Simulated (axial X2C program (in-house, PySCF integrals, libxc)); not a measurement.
Outer orbitals of AlMn at 2.682 Å, PBE50

Computed with an in-house all-electron X2C program for linear molecules (integrals from PySCF). Spin-free means the one-electron spin-free X2C Hamiltonian; two-component (2c) means X2C with spin–orbit coupling and atomic mean-field two-electron Coulomb and Gaunt terms, so the difference of the two also holds small scalar two-electron terms. Basis: Mn dyall-cv3z [9s10p6d3f2g], Al dyall-v3z [8s8p2d1f] (cores contracted in-house); Gaussian nuclei, density fitting, unrestricted open shells. Masses: Mn 54.938 u, Al 26.982 u.

The distance is close to the 2c PBE0 minimum; the highest filled and lowest empty levels are listed.

Spin-free orbitals, state M_S = 2, Λ = 1 (beyond evenly filled blocks: σα, π+α, π+β, π-α, δ+α, δ-α) (Löwdin shares):

```
symmetry  occupied  ε (eV)              atomic character
      σα       yes  -13.08                      97% Mn d
     δ+α       yes  -13.03                     100% Mn d
     δ-α       yes  -13.03                     100% Mn d
     π-α       yes  -12.95                      99% Mn d
     π+α       yes  -12.95                      99% Mn d
      σβ       yes  -10.72  66% Al s, 16% Mn s, 12% Mn p
      σα       yes   -9.44   56% Al s, 30% Mn s, 7% Mn p
      σα       yes   -6.43  45% Mn s, 19% Mn p, 17% Al s
      σβ       yes   -5.95  55% Al p, 29% Mn s, 11% Al s
     π+β       yes   -4.82  69% Al p, 16% Mn p, 13% Mn d
     π-β        no   -1.77  66% Al p, 23% Mn p, 10% Mn d
     π-α        no   -1.28            57% Mn p, 41% Al p
     π+α        no   -1.28            57% Mn p, 41% Al p
      σβ        no   -1.27  40% Mn s, 30% Mn p, 17% Al p
```

Spinors with spin–orbit coupling (state Ω = 3):

| ω | occupied | ε (eV) | atomic character | λ mixture |
| --- | --- | --- | --- | --- |
| 1/2 | yes | -13.08 | 97% Mn d | 100% σ |
| -3/2 | yes | -13.08 | 100% Mn d | 100% δ |
| 5/2 | yes | -12.99 | 100% Mn d | 100% δ |
| -1/2 | yes | -12.98 | 99% Mn d | 100% π |
| 3/2 | yes | -12.93 | 99% Mn d | 100% π |
| -1/2 | yes | -10.72 | 66% Al s, 16% Mn s, 12% Mn p | 100% σ |
| 1/2 | yes | -9.44 | 56% Al s, 30% Mn s, 7% Mn p | 100% σ |
| 1/2 | yes | -6.43 | 45% Mn s, 19% Mn p, 17% Al s | 100% σ |
| -1/2 | yes | -5.95 | 55% Al p, 29% Mn s, 11% Al s | 100% σ |
| 1/2 | yes | -4.83 | 69% Al p, 16% Mn p, 13% Mn d | 100% π |
| -3/2 | no | -1.76 | 66% Al p, 23% Mn p, 10% Mn d | 100% π |
| -1/2 | no | -1.28 | 54% Mn p, 38% Al p, 5% Mn s | 89% π, 11% σ |
| -1/2 | no | -1.27 | 36% Mn s, 33% Mn p, 20% Al p | 89% σ, 11% π |
| 3/2 | no | -1.26 | 57% Mn p, 42% Al p | 100% π |

Mulliken charges and populations of the two-component result (they depend on the basis, above all on diffuse functions):

Mn 0.23 e (s 7.36 p 12.28 d 5.13), Al -0.23 e (s 5.90 p 7.29 d 0.04). ⟨Lz⟩ = 1.00 ħ and ⟨Sz⟩ = 2.00 ħ (2.58 and -0.58 on the two atoms), which add up to Ω.

The state is one determinant whose occupation by symmetry is held fixed; it was picked as the lowest of a PBE0 search that is not exhaustive. Density functionals use the spin component along the axis (collinear). Other states lie close and PBE0, whose exact exchange favours high spin, may order them wrongly; the determinant shown need not be the ground state. The nearest other spin-free determinant of the search, M_S = 3, Λ = 1, lies 0.26 eV up at the distance of the search. Without a current term, density functionals place determinants with orbital angular momentum somewhat too high. With several unpaired electrons one determinant need not be a pure state. A state of lower Ω lies just above, and one determinant can place such states too high, so the state shown need not be the lowest. The search has Ω = 1 only 0.01 eV up. Open-shell Ω = 0 determinants with evenly filled partner blocks cannot be reached by this program, so the Ω shown need not be the lowest component. The determinant is spin-polarised beyond a pure state at some levels (its spin-free form has ⟨S²⟩ too high), which makes Re and μ there less reliable.
